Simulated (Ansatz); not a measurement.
Calculated with Ansatz (gas phase, PBE0-D4/def2-TZVP geometries, no zero-point term in ΔE). CBS: MP2 limit from def2 TZ/QZ plus the TZ coupled-cluster correction, frozen cores. This one scheme is used for every species. DFT in def2-TZVPP. One conformer a species, not always the lowest.

Reaction (ligand exchange at the Si–C bond): `C[SiH2]F` + `CO[SiH](F)S` → `CO[SiH](F)S[SiH2]F` + CH₄

`C[SiH2]F`:

Z-matrix (Å, degrees):
```
C
Si 1 1.853
H 1 1.094 2 110.1
H 1 1.092 2 111.0 3 -119.6
H 1 1.092 2 111.1 3 119.7
F 2 1.604 1 109.4 3 179.8
H 2 1.485 1 111.5 3 61.3
H 2 1.485 1 111.5 3 -61.7
```

`CO[SiH](F)S`:

Cartesian coordinates in Å:
```
C -1.353 0.062 0.925
O -0.388 -0.526 0.073
Si 1.046 0.144 -0.287
F 0.780 1.641 -0.775
S 1.973 -1.022 -1.780
H -2.213 -0.608 0.968
H -0.959 0.191 1.939
H -1.678 1.034 0.544
H 1.961 0.244 0.869
H 0.831 -1.160 -2.477
```

`CO[SiH](F)S[SiH2]F`:

Z-matrix (Å, degrees):
```
C
O 1 1.414
H 1 1.094 2 111.1
H 1 1.094 2 111.1 3 -121.3
H 1 1.090 2 107.7 3 119.5
Si 2 1.615 1 126.7 3 54.3
S 6 2.134 2 111.7 1 -52.6
F 6 1.583 2 105.6 1 -169.6
H 6 1.479 2 112.8 1 71.7
Si 7 2.117 6 98.0 2 105.6
F 10 1.600 7 110.5 6 -66.9
H 10 1.477 7 106.4 6 175.5
H 10 1.478 7 112.0 6 51.8
```

CH₄:

Cartesian coordinates in Å:
```
C 0.000 0.000 0.000
H -0.701 -0.777 0.303
H -0.316 0.423 -0.953
H 0.996 -0.430 -0.106
H 0.022 0.784 0.756
```

CCSD(T)/CBS gives -0.74 eV.

Question: Another level gave -0.68 eV. Which?
A. SCS-MP2/def2-TZVPP
B. HF/def2-TZVPP
C. PBE0-D4/def2-TZVPP
D. CCSD/def2-TZVPP

Answer: D. CCSD/def2-TZVPP -0.68, PBE0-D4 -0.77, SCS-MP2/def2-TZVPP -0.72, HF/def2-TZVPP -0.62 eV.

Largest T1 diagnostic among the species: 0.012.

The D4 term adds −0.12 eV with B3LYP and −0.07 eV with PBE0; it sums over pairs of atoms, weighted by their polarisabilities, and B3LYP, whose exchange is more repulsive, gets the larger term. In def2-TZVPP, CCSD(T) changes the Hartree–Fock value by −0.08 eV (the triples alone add −0.03 eV) and MP2 by −0.14 eV.

B3LYP here is the variant with VWN-RPA as its local correlation; programs differ in this.
